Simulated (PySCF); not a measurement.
## `C[C@H](F)[C@@H](C)C#[N+][SiH3]`, [C₅H₁₁FNSi]+, charge +1

Geometry:
```
atom   x (Å)   y (Å)   z (Å)
  C1  -1.836   1.019  -0.284
  C2  -1.598  -0.225   0.549
  F3  -1.352   0.128   1.854
  C4  -0.377  -1.087   0.084
  C5  -0.501  -1.582  -1.365
  C6   0.803  -0.339   0.282
  N7   1.741   0.305   0.460
 Si8   3.172   1.336   0.881
  H9  -0.939   1.630  -0.346
 H10  -2.168   0.753  -1.282
 H11  -2.619   1.608   0.189
 H12  -2.485  -0.870   0.565
 H13  -0.318  -1.950   0.764
 H14  -0.464  -0.756  -2.069
 H15  -1.448  -2.102  -1.481
 H16   0.303  -2.276  -1.597
 H17   4.239   0.455   0.432
 H18   2.875   2.489   0.043
 H19   2.962   1.474   2.314
```

Total charge +1.

Theory: PySCF 2.14.0, TDDFT B3LYP/def2-SVPD circular dichroism and optical rotation, one conformer, gas phase. Geometry: GFN2-xTB.

The molecule is flexible and this is one conformer; a measurement averages over conformers. Singlets 14 and 15 lie within 0.01 eV of each other, so their separate moments and overlaps can depend on how they mix.

Stereocentres: C2 S, C4 S.

Problem. What is the specific rotation at 633, 589.3, 546, 436, 405, 365, 355 nm?

Solution. [α] in deg dm⁻¹ (g/mL)⁻¹:
```csv
λ (nm),origin-invariant length gauge,modified velocity gauge,length gauge (centre of mass),isotropic polarisability (au)
633,-12.9,-8.6,-13.7,90.7
589.3,-15.3,-10.3,-16.3,91.0
546,-18.5,-12.5,-19.7,91.4
436,-33.8,-23.8,-35.8,93.2
405,-42.0,-30.1,-44.4,94.1
365,-58.7,-43.3,-61.9,95.5
355,-64.5,-48.1,-68.0,96.0
```

Problem. And for the mirror image at 589.3 nm?

Solution. +15.3 deg dm⁻¹ (g/mL)⁻¹ (origin-invariant length gauge): the same size and the opposite sign.

Problem. What is the molar rotation [Φ] = [α]·M/100 of the geometry above at 589.3 nm?

Solution. With M = 132.23 g/mol, -20.3 deg cm² dmol⁻¹ (origin-invariant length gauge).

The first excitation lies at 6.40 eV (194 nm) with R = +1.6 × 10⁻⁴⁰ esu² cm² (velocity form).
